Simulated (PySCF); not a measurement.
# ORD: `InChI=1S/C3H6F2OSi/c4-2-1-6-7-3(2)5/h2-3H,1,7H2/t2-,3+/m0/s1`

Geometry:
| atom | x (Å) | y (Å) | z (Å) |
| --- | --- | --- | --- |
| F1 | -0.039 | 1.256 | -1.603 |
| C2 | 0.375 | 1.042 | -0.298 |
| Si3 | 1.507 | -0.517 | -0.278 |
| O4 | 0.281 | -1.532 | 0.093 |
| C5 | -0.990 | -0.939 | 0.177 |
| C6 | -0.795 | 0.536 | 0.537 |
| F7 | -1.951 | 1.246 | 0.340 |
| H8 | 0.746 | 2.003 | 0.062 |
| H9 | 2.459 | -0.489 | 0.823 |
| H10 | 2.015 | -0.765 | -1.615 |
| H11 | -1.572 | -1.471 | 0.933 |
| H12 | -1.503 | -1.008 | -0.788 |
| H13 | -0.536 | 0.636 | 1.599 |

Computed, not measured: TDDFT PBE0/def2-SVPD circular dichroism and optical rotation, one conformer, gas phase (PySCF 2.14.0). Geometry: GFN2-xTB.

States above about 8.4 eV lie in this functional's continuum (it starts at minus the energy of the highest occupied orbital, well below the true ionisation energy for most functionals) and depend on the basis.

Stereocentres: C2 R, C6 S.

**Question.** Give the optical rotatory dispersion at 633, 589.3, 546, 436, 405, 365, 355 nm.

**Answer.** [α] in deg dm⁻¹ (g/mL)⁻¹:
| λ (nm) | origin-invariant length gauge | modified velocity gauge | length gauge (centre of mass) | isotropic polarisability (au) |
| --- | --- | --- | --- | --- |
| 633 | -18.8 | -4.8 | -18.9 | 63.5 |
| 589.3 | -21.9 | -5.5 | -21.9 | 63.7 |
| 546 | -25.6 | -6.2 | -25.7 | 64.0 |
| 436 | -40.8 | -7.9 | -41.1 | 65.0 |
| 405 | -47.4 | -7.9 | -47.7 | 65.4 |
| 365 | -58.0 | -6.3 | -58.5 | 66.3 |
| 355 | -61.0 | -5.3 | -61.6 | 66.5 |

**Question.** And for the mirror image at 589.3 nm?

**Answer.** +21.9 deg dm⁻¹ (g/mL)⁻¹ (origin-invariant length gauge): the same size and the opposite sign.

**Question.** What is the molar rotation [Φ] = [α]·M/100 of the geometry above at 589.3 nm?

**Answer.** With M = 124.16 g/mol, -27.1 deg cm² dmol⁻¹ (origin-invariant length gauge).

The first excitation lies at 6.77 eV (183 nm) with R = +43.8 × 10⁻⁴⁰ esu² cm² (velocity form).
